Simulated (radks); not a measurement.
Results of a calculation; reference values are marked as such.
Mean orbital radii <r> (bohr) of the tungsten ion W+, [Xe] 4f14 5d4 6s1, at several levels of relativity; Dirac values are averaged over j with weights 2j + 1. Spin-unpolarised spherical Kohn-Sham, PBE, point nucleus unless stated (finite: rms radius 5.3658 fm), a radial shooting solver on a logarithmic mesh with Libxc functionals. A level marked "c x" has the speed of light scaled by that factor and shares open shells by 2j + 1; other Dirac levels either fill j = l - 1/2 first or share by 2j + 1.

shell       non-rel.  scalar-rel., finite nucleus  Dirac, low j first  Dirac, 2j+1 shares, finite nucleus  change of magnitude, last against first (%)
3s            0.2197                       0.2011              0.2005                              0.2006                                        -8.70
3p            0.2097                       0.2013              0.2004                              0.2004                                        -4.46
3d            0.1839                       0.1824              0.1824                              0.1824                                        -0.85
4s            0.4898                       0.4496              0.4494                              0.4495                                        -8.24
4p            0.4970                       0.4780              0.4768                              0.4768                                        -4.07
4d            0.5137                       0.5113              0.5116                              0.5116                                        -0.40
5s             1.170                        1.068               1.069                               1.068                                        -8.67
4f            0.5889                       0.6078              0.6088                              0.6085                                        +3.33
5p             1.296                        1.249               1.249                               1.247                                        -3.76
5d             1.906                        1.966               1.985                               1.968                                        +3.27
6s             3.250                        2.962               2.977                               2.963                                        -8.83
6p (empty)     4.050                        3.928               3.940                               3.916                                        -3.32
